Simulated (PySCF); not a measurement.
Compound: C₈H₉N.
Geometry (PBE0-D3(BJ)/def2-SVP, Å), atoms numbered from 1 in this order:
```
atom  x, y, z in Å
N1     2.9163   -0.7709    1.2527
C2     1.7250   -0.8849    0.8133
C3     0.9236    0.0939    0.0858
C4     1.2757    1.3535   -0.3111
C5     0.1675    1.9761   -1.0053
C6    -0.8745    1.1064   -1.0425
C7    -0.4729   -0.1325   -0.3623
C8    -0.9721   -1.4976   -0.8296
C9    -1.4689   -0.9575    0.4495
H10    3.2889    0.1590    1.0262
H11    1.2283   -1.8529    1.0064
H12    2.2433    1.8290   -0.1378
H13    0.1824    2.9822   -1.4260
H14   -1.8549    1.2681   -1.4923
H15   -1.6335   -1.4970   -1.6989
H16   -0.2440   -2.3122   -0.8136
H17   -1.0968   -1.3839    1.3842
H18   -2.4882   -0.5683    0.5017
```

All values: CAM-B3LYP/def2-SVPD (PySCF, non-relativistic), on one gas-phase PBE0-D3(BJ)/def2-SVP geometry that isn't relaxed in the solvent. The solvent is an IEF-PCM continuum (van der Waals radii × 1.2), and excitations are vertical TDDFT with non-equilibrium linear response and a frozen core. Specific hydrogen bonds and non-electrostatic terms are outside this model.

Gas-phase singlets (H = HOMO, L = LUMO):

```
state  E (eV)  λ (nm)      f  leading configurations
   S1   4.208     295  0.211                 H→L 98%
   S2   4.569     271  0.003  H-1→L 87%, H-1→L+2 11%
   S3   5.640     220  0.122    H-2→L 80%, H→L+2 17%
   S4   6.258     198  0.127    H→L+2 79%, H-2→L 16%
   S5   6.388     194  0.004    H→L+1 52%, H→L+3 43%
```

Q: How does the list change in acetonitrile (ε = 35.69)?

A: 
| state | E (eV) | λ (nm) | f | leading configurations | change by rank (eV) |
| --- | --- | --- | --- | --- | --- |
| S1 | 4.127 | 300 | 0.282 | H→L 98% | -0.081 |
| S2 | 4.825 | 257 | 0.003 | H-2→L 88%, H-2→L+1 10% | +0.256 |
| S3 | 5.491 | 226 | 0.190 | H-1→L 90% | -0.149 |
| S4 | 6.184 | 200 | 0.117 | H→L+1 89% | -0.074 |
| S5 | 6.469 | 192 | 0.003 | H→L+2 74%, H→L+3 20% | +0.081 |

Q: How does the list change in dimethylsulfoxide (ε = 46.83)?

A: 
```json
{"state": "S1", "E (eV)": "4.101", "λ (nm)": "302", "f": "0.297", "leading configurations": "H→L 98%", "change by rank (eV)": "-0.107"}
{"state": "S2", "E (eV)": "4.824", "λ (nm)": "257", "f": "0.004", "leading configurations": "H-2→L 88%, H-2→L+1 10%", "change by rank (eV)": "+0.255"}
{"state": "S3", "E (eV)": "5.476", "λ (nm)": "226", "f": "0.208", "leading configurations": "H-1→L 90%", "change by rank (eV)": "-0.164"}
{"state": "S4", "E (eV)": "6.167", "λ (nm)": "201", "f": "0.122", "leading configurations": "H→L+1 90%", "change by rank (eV)": "-0.091"}
{"state": "S5", "E (eV)": "6.465", "λ (nm)": "192", "f": "0.004", "leading configurations": "H→L+2 74%, H→L+3 20%", "change by rank (eV)": "+0.077"}
```

Q: The ground-state energy changes by -0.348 eV from gas to dimethylsulfoxide. By how much does the total energy of gas-phase S1 change?

A: E(S1) = E(S0) + excitation energy, so it changes by -0.348 − 0.107 = -0.455 eV: it is lowered more than the ground state, which is what a red shift means. This is the vertical state, with the slow part of the continuum still set for S0.

Q: How do the frontier levels move from gas to dimethylsulfoxide?

A: 
```json
{"orbital": "LUMO+2", "gas (eV)": "1.51", "solvent (eV)": "1.65", "change (eV)": "+0.14", "Löwdin shares, gas": "C5 21 %, C2 17 %, N1 13 %, C6 12 %", "Löwdin shares, solvent": "C2 14 %, C8 9 %, C9 9 %, C4 9 %"}
{"orbital": "LUMO+1", "gas (eV)": "1.36", "solvent (eV)": "1.58", "change (eV)": "+0.22", "Löwdin shares, gas": "C8 15 %, C9 15 %, H15 11 %, H18 10 %", "Löwdin shares, solvent": "C5 21 %, C2 17 %, C6 12 %, N1 12 %"}
{"orbital": "LUMO", "gas (eV)": "-0.71", "solvent (eV)": "-0.68", "change (eV)": "+0.03", "Löwdin shares, gas": "C4 16 %, N1 15 %, C3 14 %, C2 13 %", "Löwdin shares, solvent": "C4 16 %, N1 16 %, C2 15 %, C3 13 %"}
{"orbital": "HOMO", "gas (eV)": "-7.62", "solvent (eV)": "-7.59", "change (eV)": "+0.03", "Löwdin shares, gas": "C6 22 %, C3 21 %, C4 15 %, C5 14 %", "Löwdin shares, solvent": "C6 22 %, C3 22 %, C5 14 %, C4 14 %"}
{"orbital": "HOMO-1", "gas (eV)": "-9.03", "solvent (eV)": "-9.07", "change (eV)": "-0.04", "Löwdin shares, gas": "N1 62 %, C2 15 %, H10 9 %, C3 7 %", "Löwdin shares, solvent": "C7 20 %, C5 18 %, C4 17 %, C9 12 %"}
{"orbital": "HOMO-2", "gas (eV)": "-9.25", "solvent (eV)": "-9.32", "change (eV)": "-0.07", "Löwdin shares, gas": "C5 20 %, C7 19 %, C4 17 %, C9 11 %", "Löwdin shares, solvent": "N1 59 %, C2 15 %, H10 9 %, C3 7 %"}
{"orbital": "HOMO-3", "gas (eV)": "-10.72", "solvent (eV)": "-10.41", "change (eV)": "+0.31", "Löwdin shares, gas": "C8 30 %, C9 30 %, C7 14 %, C3 5 %", "Löwdin shares, solvent": "C8 31 %, C9 31 %, C7 14 %, C3 4 %"}
```

The HOMO–LUMO gap goes from 6.91 to 6.92 eV. Rows go by rank; for HOMO-2, HOMO-1, LUMO+1 and LUMO+2 the atom shares or the degeneracy differ between the runs, so the row needn't follow one orbital.
